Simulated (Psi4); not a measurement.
Psi4 input (wB97X-D/6-311+G**):

```
memory 1500 MB

molecule {
0 2
Si   -1.11042000   -0.08949500    0.26156600
P     1.07640000    0.11080300   -0.26180800
H    -1.90868900    0.17960300   -0.96650200
H    -1.44256800    0.94929500    1.27566200
H     1.17425800   -1.10142400   -0.99033400
H     1.57687800   -0.43659000    0.94637300
symmetry c1
no_reorient
no_com
}

set {
  basis 6-311+G**
  reference uks
  scf_type pk
  dft_radial_points 99
  dft_spherical_points 590
  e_convergence 1e-8
  d_convergence 1e-7
  maxiter 150
}

e = energy('wb97x-d')
print_out(f'\nFINAL {e:.10f} DIPOLE {variable("CURRENT DIPOLE")[0]:.6f} {variable("CURRENT DIPOLE")[1]:.6f} {variable("CURRENT DIPOLE")[2]:.6f}\n')
```

Output:

```
   => Loading Basis Set <=

    Name: 6-311+G**
    Role: ORBITAL
    Keyword: BASIS
    atoms 1   entry SI         line   351 file 6-311pgss.gbs
    atoms 2   entry P          line   390 file 6-311pgss.gbs
    atoms 3-6 entry H          line    42 file 6-311pgss.gbs

   => WB97X-D: Empirical Dispersion <=

    Chai and Head-Gordon Dispersion Correction
    Chai, J.-D.; Head-Gordon, M. (2010), J. Chem. Phys., 132: 6615-6620

        s6 =       1.000000

         ---------------------------------------------------------
                                   SCF
               by Justin Turney, Rob Parrish, Andy Simmonett
                          and Daniel G. A. Smith
                              UKS Reference
         ---------------------------------------------------------

  ==> Geometry <==

    Molecular point group: c1
    Full point group: C1

    Geometry (in Angstrom), charge = 0, multiplicity = 2:

       Center              X                  Y                   Z               Mass
    ------------   -----------------  -----------------  -----------------  -----------------
         SI          -1.110420000000    -0.089495000000     0.261566000000    27.976926534650
         P            1.076400000000     0.110803000000    -0.261808000000    30.973761998420
         H           -1.908689000000     0.179603000000    -0.966502000000     1.007825032230
         H           -1.442568000000     0.949295000000     1.275662000000     1.007825032230
         H            1.174258000000    -1.101424000000    -0.990334000000     1.007825032230
         H            1.576878000000    -0.436590000000     0.946373000000     1.007825032230

  Running in c1 symmetry.

  Rotational constants: A =      2.17439  B =      0.19515  C =      0.18962 [cm^-1]
  Rotational constants: A =  65186.58814  B =   5850.51187  C =   5684.74592 [MHz]
  Nuclear repulsion =   81.902593720998837

  Charge       = 0
  Multiplicity = 2
  Electrons    = 33
  Nalpha       = 17
  Nbeta        = 16

  ==> Algorithm <==

  SCF Algorithm Type is PK.
  DIIS enabled.
  MOM disabled.
  Fractional occupation disabled.
  Guess Type is SAD.
  Energy threshold   = 1.00e-08
  Density threshold  = 1.00e-07
  Integral threshold = 1.00e-12

  ==> Primary Basis <==

  Basis Set: 6-311+G**
    Blend: 6-311+G**
    Number of shells: 44
    Number of basis functions: 84
    Number of Cartesian functions: 86
    Spherical Harmonics?: true
    Max angular momentum: 2

  ==> DFT Potential <==

   => LibXC <=

    Version 7.1.2
    S. Lehtola, C. Steigemann, M. J. T. Oliveira, and M. A. L. Marques,  SoftwareX 7, 1–5 (2018) (10.1016/j.softx.2017.11.002)

   => Composite Functional: WB97X-D <=

    wB97X-D Hyb-GGA Exchange-Correlation Functional

    J.-D. Chai and M. Head-Gordon,  Phys. Chem. Chem. Phys. 10, 6615–6620 (2008) (10.1039/B810189B)

    Deriv               =              1
    GGA                 =           TRUE
    Meta                =          FALSE

    Exchange Hybrid     =           TRUE
    MP2 Hybrid          =          FALSE

   => Exchange-Correlation Functionals <=

    1.0000   wB97X-D range-separated functional

   => Exact (HF) Exchange <=

    0.7780            HF,LR [omega = 0.2000]
    0.2220               HF

   => LibXC Density Thresholds  <==

    XC_HYB_GGA_XC_WB97X_D:  1.00E-14

   => Molecular Quadrature <=

    Radial Scheme          =       TREUTLER
    Pruning Scheme         =           NONE
    Nuclear Scheme         =       TREUTLER

    Blocking Scheme        =         OCTREE
    BS radius alpha        =              1
    Pruning alpha          =              1
    Radial Points          =             99
    Spherical Points       =            590
    Total Points           =         338416
    Total Blocks           =           2478
    Max Points             =            256
    Max Functions          =             79
    Weights Tolerance      =       1.00E-15

  ==> Integral Setup <==

  Using in-core PK algorithm.
   Calculation information:
      Number of atoms:                   6
      Number of AO shells:              44
      Number of primitives:             74
      Number of atomic orbitals:        86
      Number of basis functions:        84

      Integral cutoff                 1.00e-12
      Number of threads:                 1

  Performing in-core PK
  Using 19122705 doubles for integral storage.
  We computed 438805 shell quartets total.
  Whereas there are 490545 unique shell quartets.

  Computing range-separated integrals for PK
  We computed 438805 wK shell quartets total.
  Whereas there are 490545 wK unique shell quartets.

  ==> DiskJK: Disk-Based J/K Matrices <==

    J tasked:                  Yes
    K tasked:                  Yes
    wK tasked:                 Yes
    Omega:               2.000E-01
    Schwarz Cutoff:          1E-12


  Cached 100.0% of DFT collocation blocks in 0.615 [GiB].

  Minimum eigenvalue in the overlap matrix is 1.0177323518E-03.
  Reciprocal condition number of the overlap matrix is 1.6028015074E-04.
    Using symmetric orthogonalization.

  ==> Pre-Iterations <==

  SCF Guess: Superposition of Atomic Densities via on-the-fly atomic UHF (no occupation information).

   -------------------------
    Irrep   Nso     Nmo
   -------------------------
     A         84      84
   -------------------------
    Total      84      84
   -------------------------

  ==> Iterations <==

                        Total Energy        Delta E     RMS |[F,P]|

   @UKS iter SAD:  -632.68326790902597   -6.32683e+02   0.00000e+00
   @UKS iter   1:  -633.15314407470953   -4.69876e-01   5.17114e-03 DIIS/ADIIS
   @UKS iter   2:  -633.19055339258591   -3.74093e-02   2.72096e-03 DIIS/ADIIS
   @UKS iter   3:  -633.20128848107379   -1.07351e-02   2.16072e-04 DIIS/ADIIS
   @UKS iter   4:  -633.20181087648905   -5.22395e-04   1.06156e-04 DIIS/ADIIS
   @UKS iter   5:  -633.20190668969133   -9.58132e-05   3.16309e-05 DIIS
   @UKS iter   6:  -633.20192815612745   -2.14664e-05   1.19882e-05 DIIS
   @UKS iter   7:  -633.20193269129084   -4.53516e-06   3.93590e-06 DIIS
   @UKS iter   8:  -633.20193312773097   -4.36440e-07   1.64374e-06 DIIS
   @UKS iter   9:  -633.20193320745136   -7.97204e-08   6.59639e-07 DIIS
   @UKS iter  10:  -633.20193322091723   -1.34659e-08   1.86682e-07 DIIS
   @UKS iter  11:  -633.20193322177954   -8.62315e-10   5.50893e-08 DIIS
  Energy and wave function converged.

  ==> Post-Iterations <==

   Electrons on quadrature grid:
      Nalpha   =   17.0000001001 ; deviation = 1.001e-07
      Nbeta    =   16.0000001265 ; deviation = 1.265e-07
      Ntotal   =   33.0000002267 ; deviation = 2.267e-07

   @Spin Contamination Metric:   3.171349618E-03
   @S^2 Expected:                7.500000000E-01
   @S^2 Observed:                7.531713496E-01
   @S   Expected:                5.000000000E-01
   @S   Observed:                5.000000000E-01

    Orbital Energies [Eh]
    ---------------------

    Alpha Occupied:

       1A    -77.213666     2A    -66.268869     3A     -6.670029
       4A     -5.402910     5A     -4.816743     6A     -4.816075
       7A     -4.813609     8A     -3.750617     9A     -3.745949
      10A     -3.745206    11A     -0.754123    12A     -0.613666
      13A     -0.490144    14A     -0.434493    15A     -0.419274
      16A     -0.379371    17A     -0.284258

    Alpha Virtual:

      18A      0.046479    19A      0.056850    20A      0.076981
      21A      0.081355    22A      0.084989    23A      0.090056
      24A      0.099592    25A      0.101787    26A      0.107087
      27A      0.108090    28A      0.140185    29A      0.159198
      30A      0.207003    31A      0.306157    32A      0.325289
      33A      0.337963    34A      0.346621    35A      0.363073
      36A      0.369298    37A      0.420721    38A      0.443221
      39A      0.471855    40A      0.506694    41A      0.533600
      42A      0.579084    43A      0.598700    44A      0.666580
      45A      0.692936    46A      0.769892    47A      0.793270
      48A      0.823017    49A      0.841364    50A      0.925749
      51A      1.000027    52A      1.091409    53A      1.280059
      54A      1.285571    55A      1.385526    56A      1.410758
      57A      1.430164    58A      1.490985    59A      1.522647
      60A      1.527428    61A      1.557700    62A      1.609760
      63A      1.684814    64A      1.736776    65A      1.778247
      66A      1.869373    67A      2.025558    68A      2.120746
      69A      2.181466    70A      2.214444    71A      2.622741
      72A      2.651897    73A      2.705773    74A      2.791972
      75A      5.556035    76A      7.059817    77A     11.432210
      78A     11.494899    79A     11.533817    80A     14.019245
      81A     14.026527    82A     14.060462    83A    141.061627
      84A    163.286069

    Beta Occupied:

       1A    -77.213036     2A    -66.265492     3A     -6.669477
       4A     -5.399671     5A     -4.816373     6A     -4.815334
       7A     -4.811930     8A     -3.744222     9A     -3.743103
      10A     -3.741143    11A     -0.748564    12A     -0.591958
      13A     -0.487459    14A     -0.427918    15A     -0.415103
      16A     -0.353981

    Beta Virtual:

      17A     -0.051301    18A      0.051214    19A      0.064802
      20A      0.081007    21A      0.086753    22A      0.089122
      23A      0.093637    24A      0.108022    25A      0.114294
      26A      0.117116    27A      0.131100    28A      0.147475
      29A      0.169381    30A      0.211046    31A      0.307417
      32A      0.327872    33A      0.345506    34A      0.346941
      35A      0.370473    36A      0.375753    37A      0.421541
      38A      0.449874    39A      0.479199    40A      0.515708
      41A      0.542712    42A      0.607874    43A      0.615719
      44A      0.668810    45A      0.715804    46A      0.778333
      47A      0.802261    48A      0.833411    49A      0.864849
      50A      0.936686    51A      1.002480    52A      1.098883
      53A      1.286884    54A      1.301561    55A      1.395349
      56A      1.412280    57A      1.434569    58A      1.495719
      59A      1.527954    60A      1.530738    61A      1.560718
      62A      1.615172    63A      1.690300    64A      1.739478
      65A      1.780947    66A      1.873974    67A      2.030215
      68A      2.123179    69A      2.186921    70A      2.216296
      71A      2.624326    72A      2.656774    73A      2.709942
      74A      2.793953    75A      5.564731    76A      7.060467
      77A     11.441436    78A     11.497653    79A     11.536310
      80A     14.020351    81A     14.027034    82A     14.062390
      83A    141.065007    84A    163.286560

    Final Occupation by Irrep:
              A
    DOCC [    16 ]
    SOCC [     1 ]
    NA   [    17 ]
    NB   [    16 ]

  @UKS Final Energy:  -633.20193322177954

   => Energetics <=

    Nuclear Repulsion Energy =             81.9025937209988371
    One-Electron Energy =               -1038.7208932153646401
    Two-Electron Energy =                 356.5859888909782285
    DFT Exchange-Correlation Energy =     -32.9684182413240876
    Empirical Dispersion Energy =          -0.0012043770678401
    VV10 Nonlocal Energy =                  0.0000000000000000
    Total Energy =                       -633.2019332217795409

  UHF NO Occupations:
  HONO-2 :   15  A 1.9997345
  HONO-1 :   16  A 1.9988422
  HONO-0 :   17  A 1.0000000
  LUNO+0 :   18  A 0.0011578
  LUNO+1 :   19  A 0.0002655
  LUNO+2 :   20  A 0.0000921
  LUNO+3 :   21  A 0.0000606

Computation Completed

Properties will be evaluated at   0.000000,   0.000000,   0.000000 [a0]

Properties computed using the SCF density matrix

 Multipole Moments:

 ------------------------------------------------------------------------------------
     Multipole            Electronic (a.u.)      Nuclear  (a.u.)        Total (a.u.)
 ------------------------------------------------------------------------------------

 L = 1.  Multiply by 2.5417464519 to convert [e a0] to [Debye]
 Dipole X            :         -0.0025544           -0.0000019           -0.0025563
 Dipole Y            :         -0.3313776           -0.0000019           -0.3313795
 Dipole Z            :          0.1142822            0.0000057            0.1142878
 Magnitude           :                                                    0.3505433

 ------------------------------------------------------------------------------------

FINAL -633.2019332218 DIPOLE -0.002556 -0.331379 0.114288

*** Psi4 exiting successfully. Buy a developer a beer!
```

The geometry given is a B3LYP-D3(BJ)/def2-TZVP minimum.
